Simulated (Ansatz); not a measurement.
The pair A = CH4 (SMILES C) (first 5 atoms), B = CH2O (SMILES C=O); geometry from B3LYP-D3(BJ)/def2-TZVP.
(charge 0, multiplicity 1):
```tsv
atom	x (Å)	y (Å)	z (Å)
C	0.1363	0.1478	-0.1939
H	-0.8637	0.5548	-0.0458
H	0.8224	0.5857	0.5295
H	0.1151	-0.9338	-0.0669
H	0.4731	0.3853	-1.2019
C	-0.7113	-0.2228	3.0836
O	0.2603	-0.1274	3.7795
H	-1.0303	-1.1891	2.6478
H	-1.3453	0.6506	2.8364
```

Correlated levels freeze the cores. MP2 and its Hartree–Fock in aug-cc-pVQZ, aug-cc-pVTZ are density fitted.

Run with Ansatz (a program for electronic structure). 

The counterpoise-corrected interaction energy is E(AB) − E(A in the pair's basis) − E(B in the pair's basis). Total energies (hartree):

| level | AB | A in the pair's basis | B in the pair's basis |
|---|---|---|---|
| HF/aug-cc-pVTZ | -154.1272311 | -40.2135849 | -113.9142377 |
| MP2/aug-cc-pVTZ | -154.7319365 | -40.4144992 | -114.3162037 |
| HF/aug-cc-pVQZ | -154.1372500 | -40.2162014 | -113.9216387 |
| MP2/aug-cc-pVQZ | -154.7770353 | -40.4273357 | -114.3484003 |
| MP2/aug-cc-pVDZ | -154.5875144 | -40.3679956 | -114.2185303 |
| CCSD(T)/aug-cc-pVDZ | -154.6417280 | -40.3958341 | -114.2449119 |

Question: Work out the counterpoise-corrected interaction energy at the basis-set limit: extrapolate the MP2 correlation part as X⁻³, take Hartree–Fock from the larger set, and add the CCSD(T) − MP2 difference of aug-cc-pVDZ.

Answer: 
1. Differences (1 hartree = 627.509 kcal/mol): HF/aug-cc-pVTZ 0.371; MP2/aug-cc-pVTZ -0.774; HF/aug-cc-pVQZ 0.370; MP2/aug-cc-pVQZ -0.815; MP2/aug-cc-pVDZ -0.620; CCSD(T)/aug-cc-pVDZ -0.616.
2. Correlation parts, MP2 less HF: -1.145 in aug-cc-pVTZ (X = 3), -1.186 in aug-cc-pVQZ (X = 4).
3. Limit (4³·(-1.186) − 3³·(-1.145))/(4³ − 3³) = -1.215; with HF/aug-cc-pVQZ it gives -0.845.
4. CCSD(T) less MP2 in aug-cc-pVDZ: 0.004.
Result: -0.84 kcal/mol, against -0.77 at MP2/aug-cc-pVTZ. It is an estimate of this method's limit, not of the exact value.
